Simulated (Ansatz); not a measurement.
A nudged elastic band was laid between two geometries of C₂H₈BClGe (13 atoms, charge 0, multiplicity 1).

Theory: Ansatz, RKS revPBE-D4/def2-SVP.

```yaml
movable_images: 7
climbing_image: yes
spring: 5.0 eV/Å²
optimiser: quadratic models (default)
start_path: through a guess of the saddle point
force_threshold: 0.05 eV/Å
iteration_limit: 60
end_points: relaxed
```

Initial state:

```xyz
13
Properties=species:S:1:pos:R:3
B -1.471 -0.238 -0.577
C 0.018 -0.537 -0.317
C 0.469 -1.283 0.947
Ge 0.516 1.431 -0.184
Cl 1.120 2.102 -2.177
H -2.273 -0.257 0.342
H -1.839 0.133 -1.678
H 0.602 -0.809 -1.221
H -0.085 -0.938 1.844
H 0.260 -2.368 0.838
H 1.555 -1.176 1.152
H -0.606 2.388 0.296
H 1.753 1.517 0.749
```

Final state:

```xyz
13
Properties=species:S:1:pos:R:3
B -1.520 -0.140 -0.476
C -0.042 -0.543 -0.303
C 0.435 -1.293 0.949
Ge 0.606 1.384 -0.254
Cl 1.133 1.963 -2.297
H -2.259 -0.080 0.493
H -1.931 0.230 -1.561
H 0.460 -0.878 -1.235
H 0.139 -2.361 0.882
H 1.537 -1.265 1.080
H -0.030 -0.888 1.871
H -0.410 2.435 0.267
H 1.903 1.400 0.599
```

Question: What changes between the two ends?

Answer: No bond is made or broken. The dihedral Ge4–C2–C3–H11 goes from -56 to 66°. The two ends are copies of one structure, up to a mirror image or an exchange of like atoms.

Question: What energy profile does the band end with?

Answer: The forces met the threshold. The highest image is number 4 of 0 to 8, 0.095 eV above the ends, which have the same energy within 2 meV. A vibrational analysis at the climbing image gives one clearly imaginary mode, 194i cm⁻¹: a first-order saddle point.

```tsv
image	path coordinate (Å)	energy (eV)	dihedral Ge4–C2–C3–H11 (°)
0	0.00	0.000	-56
1	0.54	0.009	-48
2	1.08	0.042	-30
3	1.62	0.082	-11
4	2.17	0.095	5
5	2.65	0.082	21
6	3.13	0.045	38
7	3.62	0.011	54
8	4.10	0.000	66
```

Question: What is the geometry of the highest image?

Answer: 
```xyz
13
Properties=species:S:1:pos:R:3:forces:R:3
B -1.510 -0.147 -0.518 0.01 0.00 0.00
C -0.035 -0.532 -0.290 -0.01 -0.01 0.00
C 0.408 -1.295 0.978 0.00 0.00 0.00
Ge 0.623 1.388 -0.255 0.00 -0.01 0.01
Cl 1.054 2.000 -2.311 0.00 0.01 0.01
H -2.301 -0.150 0.411 0.00 0.00 0.00
H -1.873 0.267 -1.605 0.00 0.00 0.00
H 0.488 -0.857 -1.213 0.00 0.00 0.00
H -0.463 -1.745 1.495 0.00 0.00 0.00
H 1.110 -2.112 0.720 0.00 0.00 0.00
H 0.930 -0.662 1.728 0.00 0.00 0.00
H -0.368 2.423 0.341 0.00 0.01 -0.01
H 1.959 1.387 0.534 0.00 0.00 0.00
```

Question: What are the harmonic wavenumbers there?

Answer: 194i, 40, 116, 160, 235, 336, 376, 409, 432, 518, 618, 736, 778, 838, 882, 933, 977, 1017, 1054, 1098, 1186, 1289, 1359, 1421, 1429, 2071, 2087, 2499, 2587, 2966, 3015, 3040, 3072 cm⁻¹.

Time of the run: 7.1 min on 2 threads of Arm Neoverse V2 (shared host), peak memory 0.19 GiB.
